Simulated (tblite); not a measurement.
A geometry optimisation, step by step.

Species: C5H10BFSi.
Bonds: F1–B2, B2–C3, C3–Si4, Si4–C5, C5–C6, C6–C7 (double), C7–C8, Si4–C8. Hydrogens: H9 on B2; H10, H11 on C3; H12 on Si4; H13, H14 on C5; H15 on C6; H16 on C7; H17, H18 on C8.

Computed with GFN2-xTB (tblite), gas phase: L-BFGS steps from a force-field or distance-geometry start until the largest atomic force falls under 0.01 eV/Å. 5 of its 94 geometries are shown.

Step 0: E = -638.7005 eV, largest atomic force 3.544 eV/Å
```
atom  x, y, z in Å  |  force x, y, z in eV/Å
F1     -3.364    0.644    1.438    1.239   1.382  -2.431
B2     -2.605    1.198    0.337    0.401  -2.134   2.385
C3     -1.820    0.150   -0.574   -2.757   1.530  -1.479
Si4    -0.340   -0.409    0.354   -0.198  -0.609   1.009
C5      0.780   -1.513   -0.667   -0.774  -1.138  -0.073
C6      2.081   -0.945   -0.302    1.938  -2.238  -1.102
C7      2.140    0.237    0.208    2.202   2.493   1.222
C8      0.901    0.997    0.416   -1.080   0.376   0.211
H9     -2.071    2.233    0.512   -0.815   0.102  -0.002
H10    -2.484   -0.674   -0.926    0.729   0.545   0.207
H11    -1.464    0.759   -1.450   -0.326  -0.892   0.436
H12    -0.636   -0.990    1.669    0.003  -0.024   0.046
H13     0.531   -1.437   -1.742    0.435  -0.361   0.446
H14     0.732   -2.566   -0.311    0.005   0.500  -0.689
H15     3.014   -1.547   -0.466   -0.945   0.518   0.069
H16     3.117    0.703    0.524   -1.019  -0.479  -0.407
H17     0.652    1.677   -0.425    0.535   0.070   0.689
H18     0.827    1.488    1.395    0.427   0.359  -0.537
```

Step 23: E = -639.6644 eV, largest atomic force 0.091 eV/Å
```
atom  x, y, z in Å  |  force x, y, z in eV/Å
F1     -3.440    0.690    1.294   -0.025   0.015   0.045
B2     -2.596    1.187    0.404   -0.086  -0.006   0.004
C3     -1.933    0.211   -0.597   -0.065   0.022  -0.016
Si4    -0.370   -0.393    0.328    0.087  -0.001   0.026
C5      0.816   -1.541   -0.631    0.046  -0.006  -0.002
C6      2.172   -0.973   -0.319   -0.035   0.011  -0.004
C7      2.243    0.237    0.212   -0.028  -0.020  -0.010
C8      0.959    0.967    0.485    0.060  -0.005   0.009
H9     -2.365    2.332    0.513    0.008   0.029  -0.055
H10    -2.563   -0.650   -0.797    0.019  -0.076  -0.014
H11    -1.648    0.652   -1.545    0.052   0.043  -0.024
H12    -0.750   -0.993    1.620    0.053   0.011  -0.009
H13     0.664   -1.516   -1.712   -0.011  -0.048   0.023
H14     0.757   -2.585   -0.326    0.023  -0.001  -0.031
H15     3.050   -1.558   -0.556   -0.078   0.036  -0.006
H16     3.185    0.722    0.434   -0.082  -0.028   0.003
H17     0.822    1.748   -0.269    0.020   0.024   0.061
H18     0.988    1.469    1.451    0.042   0.001  -0.001
```

Step 46: E = -639.6916 eV, largest atomic force 0.066 eV/Å
```
atom  x, y, z in Å  |  force x, y, z in eV/Å
F1     -3.478    0.710    1.272    0.005  -0.023  -0.015
B2     -2.685    1.193    0.329    0.019   0.004   0.000
C3     -1.915    0.202   -0.582   -0.004  -0.004   0.000
Si4    -0.346   -0.354    0.368   -0.009   0.025   0.030
C5      0.788   -1.527   -0.623   -0.026  -0.010  -0.002
C6      2.155   -0.961   -0.387   -0.003  -0.023   0.010
C7      2.267    0.222    0.190    0.000   0.024  -0.062
C8      1.018    0.962    0.570    0.007   0.007   0.016
H9     -2.589    2.366    0.310    0.025  -0.030  -0.042
H10    -2.487   -0.703   -0.774   -0.007  -0.001   0.014
H11    -1.610    0.617   -1.540   -0.014   0.041   0.022
H12    -0.677   -0.946    1.674   -0.054  -0.019   0.015
H13     0.581   -1.545   -1.695   -0.003  -0.001  -0.014
H14     0.744   -2.562   -0.286    0.016  -0.017  -0.002
H15     3.009   -1.540   -0.705    0.029   0.012   0.001
H16     3.223    0.692    0.375    0.006  -0.004   0.000
H17     0.891    1.824   -0.089    0.001  -0.007   0.032
H18     1.103    1.355    1.583    0.013   0.026  -0.003
```

Step 70: E = -639.6986 eV, largest atomic force 0.107 eV/Å
```
atom  x, y, z in Å  |  force x, y, z in eV/Å
F1     -3.486    0.727    1.229    0.003   0.012  -0.003
B2     -2.684    1.200    0.289   -0.002  -0.025  -0.029
C3     -1.882    0.203   -0.584    0.009  -0.002  -0.020
Si4    -0.348   -0.361    0.420   -0.012  -0.040  -0.098
C5      0.775   -1.542   -0.581    0.033  -0.005  -0.014
C6      2.141   -0.941   -0.432   -0.012  -0.015  -0.009
C7      2.260    0.246    0.136    0.019  -0.018  -0.020
C8      1.026    0.945    0.629    0.052  -0.017   0.005
H9     -2.605    2.370    0.221    0.000   0.010   0.025
H10    -2.444   -0.705   -0.798   -0.008   0.023   0.014
H11    -1.547    0.626   -1.528    0.001  -0.007   0.008
H12    -0.750   -0.961    1.700    0.002   0.001   0.037
H13     0.529   -1.596   -1.644   -0.034  -0.010   0.030
H14     0.770   -2.568   -0.213    0.010   0.021   0.004
H15     2.989   -1.494   -0.814   -0.022   0.036   0.014
H16     3.214    0.743    0.246   -0.018  -0.009   0.019
H17     0.868    1.856    0.049   -0.037   0.006   0.009
H18     1.167    1.259    1.663    0.014   0.039   0.029
```

Step 93: E = -639.7038 eV, largest atomic force 0.008 eV/Å
```
atom  x, y, z in Å  |  force x, y, z in eV/Å
F1     -3.505    0.767    1.143   -0.005   0.000  -0.002
B2     -2.646    1.226    0.247   -0.003  -0.004  -0.002
C3     -1.843    0.214   -0.607    0.001   0.000   0.003
Si4    -0.361   -0.398    0.448    0.001  -0.001  -0.001
C5      0.779   -1.583   -0.526   -0.002   0.004  -0.001
C6      2.112   -0.896   -0.509    0.000   0.005   0.005
C7      2.222    0.286    0.070   -0.003   0.001  -0.002
C8      1.009    0.909    0.697   -0.006   0.000   0.005
H9     -2.522    2.394    0.214    0.007   0.003   0.001
H10    -2.428   -0.670   -0.851    0.005  -0.001   0.002
H11    -1.456    0.635   -1.532   -0.003  -0.004  -0.002
H12    -0.816   -0.987    1.718    0.001  -0.002   0.001
H13     0.471   -1.760   -1.558   -0.004  -0.001   0.000
H14     0.868   -2.565   -0.062   -0.003   0.000  -0.003
H15     2.950   -1.392   -0.978    0.004   0.000  -0.002
H16     3.155    0.829    0.110    0.006  -0.002  -0.003
H17     0.792    1.866    0.218    0.005   0.000  -0.003
H18     1.210    1.132    1.745   -0.002   0.002   0.005
```

**Question.** Summarise the path.

**Answer.** The energy falls by 1.0033 eV from step 0 to step 93; nine tenths of that is first reached at step 10. It falls at every step. The largest force goes from 3.544 to 0.008 eV/Å. Among the bonds F1–B2 changes most, from 1.448 to 1.324 Å; the atoms move by 0.357 Å rms after alignment.

**Question.** Follow the three bonds and two angles with the largest change from start to end.

**Answer.** 
```json
{"step": "0", "E above end (eV)": "1.0033", "largest force (eV/Å)": "3.544", "F1–B2 (Å)": "1.448", "C3–Si4 (Å)": "1.834", "C7–H16 (Å)": "1.127", "B2–C3–H11 (°)": "104.2", "C3–B2–H9 (°)": "116.0"}
{"step": "4", "E above end (eV)": "0.1733", "largest force (eV/Å)": "0.488", "F1–B2 (Å)": "1.320", "C3–Si4 (Å)": "1.907", "C7–H16 (Å)": "1.082", "B2–C3–H11 (°)": "113.0", "C3–B2–H9 (°)": "120.0"}
{"step": "8", "E above end (eV)": "0.1092", "largest force (eV/Å)": "0.246", "F1–B2 (Å)": "1.324", "C3–Si4 (Å)": "1.912", "C7–H16 (Å)": "1.079", "B2–C3–H11 (°)": "112.8", "C3–B2–H9 (°)": "122.8"}
{"step": "12", "E above end (eV)": "0.0827", "largest force (eV/Å)": "0.168", "F1–B2 (Å)": "1.323", "C3–Si4 (Å)": "1.920", "C7–H16 (Å)": "1.079", "B2–C3–H11 (°)": "114.1", "C3–B2–H9 (°)": "124.7"}
{"step": "16", "E above end (eV)": "0.0600", "largest force (eV/Å)": "0.155", "F1–B2 (Å)": "1.324", "C3–Si4 (Å)": "1.918", "C7–H16 (Å)": "1.080", "B2–C3–H11 (°)": "116.0", "C3–B2–H9 (°)": "124.7"}
{"step": "20", "E above end (eV)": "0.0449", "largest force (eV/Å)": "0.149", "F1–B2 (Å)": "1.324", "C3–Si4 (Å)": "1.923", "C7–H16 (Å)": "1.078", "B2–C3–H11 (°)": "115.3", "C3–B2–H9 (°)": "126.0"}
{"step": "24", "E above end (eV)": "0.0369", "largest force (eV/Å)": "0.134", "F1–B2 (Å)": "1.323", "C3–Si4 (Å)": "1.912", "C7–H16 (Å)": "1.083", "B2–C3–H11 (°)": "114.7", "C3–B2–H9 (°)": "126.0"}
{"step": "28", "E above end (eV)": "0.0294", "largest force (eV/Å)": "0.067", "F1–B2 (Å)": "1.323", "C3–Si4 (Å)": "1.920", "C7–H16 (Å)": "1.080", "B2–C3–H11 (°)": "114.1", "C3–B2–H9 (°)": "125.1"}
{"step": "32", "E above end (eV)": "0.0253", "largest force (eV/Å)": "0.082", "F1–B2 (Å)": "1.323", "C3–Si4 (Å)": "1.914", "C7–H16 (Å)": "1.080", "B2–C3–H11 (°)": "113.5", "C3–B2–H9 (°)": "124.7"}
{"step": "36", "E above end (eV)": "0.0211", "largest force (eV/Å)": "0.071", "F1–B2 (Å)": "1.322", "C3–Si4 (Å)": "1.917", "C7–H16 (Å)": "1.080", "B2–C3–H11 (°)": "112.7", "C3–B2–H9 (°)": "124.4"}
{"step": "40", "E above end (eV)": "0.0182", "largest force (eV/Å)": "0.077", "F1–B2 (Å)": "1.323", "C3–Si4 (Å)": "1.921", "C7–H16 (Å)": "1.080", "B2–C3–H11 (°)": "113.2", "C3–B2–H9 (°)": "124.8"}
{"step": "44", "E above end (eV)": "0.0140", "largest force (eV/Å)": "0.100", "F1–B2 (Å)": "1.323", "C3–Si4 (Å)": "1.918", "C7–H16 (Å)": "1.082", "B2–C3–H11 (°)": "114.0", "C3–B2–H9 (°)": "125.4"}
{"step": "49", "E above end (eV)": "0.0104", "largest force (eV/Å)": "0.068", "F1–B2 (Å)": "1.324", "C3–Si4 (Å)": "1.917", "C7–H16 (Å)": "1.080", "B2–C3–H11 (°)": "114.2", "C3–B2–H9 (°)": "126.1"}
{"step": "53", "E above end (eV)": "0.0089", "largest force (eV/Å)": "0.030", "F1–B2 (Å)": "1.323", "C3–Si4 (Å)": "1.916", "C7–H16 (Å)": "1.080", "B2–C3–H11 (°)": "113.9", "C3–B2–H9 (°)": "125.6"}
{"step": "57", "E above end (eV)": "0.0083", "largest force (eV/Å)": "0.033", "F1–B2 (Å)": "1.324", "C3–Si4 (Å)": "1.917", "C7–H16 (Å)": "1.081", "B2–C3–H11 (°)": "113.8", "C3–B2–H9 (°)": "125.4"}
{"step": "61", "E above end (eV)": "0.0078", "largest force (eV/Å)": "0.018", "F1–B2 (Å)": "1.323", "C3–Si4 (Å)": "1.918", "C7–H16 (Å)": "1.081", "B2–C3–H11 (°)": "113.7", "C3–B2–H9 (°)": "125.2"}
{"step": "65", "E above end (eV)": "0.0072", "largest force (eV/Å)": "0.035", "F1–B2 (Å)": "1.323", "C3–Si4 (Å)": "1.918", "C7–H16 (Å)": "1.080", "B2–C3–H11 (°)": "113.5", "C3–B2–H9 (°)": "125.3"}
{"step": "69", "E above end (eV)": "0.0060", "largest force (eV/Å)": "0.089", "F1–B2 (Å)": "1.323", "C3–Si4 (Å)": "1.919", "C7–H16 (Å)": "1.081", "B2–C3–H11 (°)": "113.4", "C3–B2–H9 (°)": "125.1"}
{"step": "73", "E above end (eV)": "0.0037", "largest force (eV/Å)": "0.045", "F1–B2 (Å)": "1.324", "C3–Si4 (Å)": "1.916", "C7–H16 (Å)": "1.081", "B2–C3–H11 (°)": "113.8", "C3–B2–H9 (°)": "125.1"}
{"step": "77", "E above end (eV)": "0.0021", "largest force (eV/Å)": "0.041", "F1–B2 (Å)": "1.324", "C3–Si4 (Å)": "1.918", "C7–H16 (Å)": "1.081", "B2–C3–H11 (°)": "113.5", "C3–B2–H9 (°)": "125.5"}
{"step": "81", "E above end (eV)": "0.0012", "largest force (eV/Å)": "0.037", "F1–B2 (Å)": "1.323", "C3–Si4 (Å)": "1.918", "C7–H16 (Å)": "1.081", "B2–C3–H11 (°)": "113.7", "C3–B2–H9 (°)": "125.5"}
{"step": "85", "E above end (eV)": "0.0006", "largest force (eV/Å)": "0.028", "F1–B2 (Å)": "1.324", "C3–Si4 (Å)": "1.920", "C7–H16 (Å)": "1.080", "B2–C3–H11 (°)": "113.8", "C3–B2–H9 (°)": "125.5"}
{"step": "89", "E above end (eV)": "0.0001", "largest force (eV/Å)": "0.017", "F1–B2 (Å)": "1.324", "C3–Si4 (Å)": "1.919", "C7–H16 (Å)": "1.081", "B2–C3–H11 (°)": "113.6", "C3–B2–H9 (°)": "125.4"}
{"step": "93", "E above end (eV)": "0.0000", "largest force (eV/Å)": "0.008", "F1–B2 (Å)": "1.324", "C3–Si4 (Å)": "1.919", "C7–H16 (Å)": "1.080", "B2–C3–H11 (°)": "113.6", "C3–B2–H9 (°)": "125.4"}
```

The cost below is that of the whole relaxation. Time: 0.69 s. Hardware: one thread of an Arm Neoverse V1, on a shared host.
